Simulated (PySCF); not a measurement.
PPb⁺ at PBE

Level: PBE. PySCF, scalar-relativistic core potentials, basis sets P cc-pV(D+d)Z, Pb cc-pVDZ-PP with ECP60.

```
state                                                                                                              : ³Σ⁻ (triplet), unpaired electrons π ↑↑
bond length                                                                                                        : 2.643 Å
harmonic wavenumber                                                                                                : 287 cm⁻¹
force constant                                                                                                     : 1.31 mdyn/Å
rotational constant Be                                                                                             : 0.08952 cm⁻¹
anharmonicity ωexe                                                                                                 : 0.794 cm⁻¹
vibration–rotation constant αe                                                                                     : 0.000347 cm⁻¹
bond order (Mayer)                                                                                                 : 1.51
dipole moment (positive dipole points towards Pb; it is taken about the centre of mass and depends on that origin) : -0.36 D
```

These are scalar-relativistic numbers at best; spin–orbit coupling would shift them, the dissociation energy most. The state is the lowest determinant that a PBE0 search found; another state may lie lower at other levels.
